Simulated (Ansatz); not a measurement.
This geometry of BCl$_{3}$H$_{3}$N (8 atoms, charge 0, multiplicity 1) is a first-order saddle point.

Level of theory: RKS CAM-B3LYP-D4/def2-SVP (Ansatz 0.2.0).

```xyz
8
Properties=species:S:1:pos:R:3
B 0.036 -0.482 -0.105
Cl -0.247 0.387 2.243
Cl 1.541 0.223 -0.662
Cl -1.490 -0.137 -0.895
N 0.127 -1.773 0.661
H -0.632 -2.433 0.492
H 1.039 -2.229 0.640
H -0.041 -1.085 1.711
```

Q: Which two structures does it join? (They come from a converged band through this point; their orientation in space is the band's.)

A: Bonds broken: B1–Cl2, N5–H8. Bonds formed: Cl2–H8. BCl3H3N becomes BCl2H2N + ClH.

First end point:

```xyz
8
Properties=species:S:1:pos:R:3
B 0.022 -0.212 0.271
Cl 0.168 0.780 1.802
Cl 1.458 -0.054 -0.853
Cl -1.597 -0.044 -0.567
N 0.063 -1.751 0.776
H -0.049 -2.383 -0.021
H 0.960 -1.945 1.232
H -0.694 -1.920 1.444
```

Last end point:

```xyz
8
Properties=species:S:1:pos:R:3
B 0.092 -0.717 -0.480
Cl -0.338 0.301 2.951
Cl 1.541 0.195 -0.877
Cl -1.469 -0.235 -1.128
N 0.178 -1.823 0.373
H -0.613 -2.438 0.525
H 1.074 -2.198 0.665
H -0.133 -0.614 2.056
```

Q: How far does it lie above each of them?

A: 31.3 kcal/mol above the first and 18.4 kcal/mol above the second. This is the barrier of this one path; another mechanism may lie lower. The orbitals stay closed-shell, which can raise the energy where a bond breaks towards radicals; this wasn't checked here.

Time of the run: 92 s on 4 threads of Arm Neoverse V2, with other jobs on the host, peak memory 0.25 GiB.
